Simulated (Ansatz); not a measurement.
Mulliken charges of C2H4F2Si (`F[C@H]1C[Si@@H]1F`) from B3LYP/def2-TZVPP in Ansatz (PBE0-D4/def2-TZVP geometry).

```
atom   x (Å)   y (Å)   z (Å)  charge (e)
  F1   0.013  -0.639   1.982      -0.235
  C2   0.040   0.225   0.918       0.068
  C3   0.905  -0.195  -0.294      -0.288
 Si4  -0.879   0.010  -0.660       0.546
  F5  -1.448   1.288  -1.421      -0.318
  H6   0.239   1.242   1.254       0.080
  H7   1.738   0.446  -0.563       0.104
  H8   1.182  -1.249  -0.270       0.102
  H9  -1.701  -1.173  -0.963      -0.058
```

Question: By hand: the dipole of these point charges (1 e Å = 4.8032 D).

Answer: Σ q r = (0.139, -0.096, -0.157) e Å, of length 0.231 e Å = 1.11 D.

Question: How does the dipole of the full density compare? (Estimate.)

Answer: Ansatz gave: (0.102, -0.023, -0.212) e Å, 1.14 D; the point charges give 0.97 times that, at 24° from its direction.

Point charges leave out the atoms' own dipoles, such as those of lone pairs, and Mulliken's split depends on the basis, so the two needn't agree.

B3LYP here is the variant with VWN-RPA as its local correlation; programs differ in this.
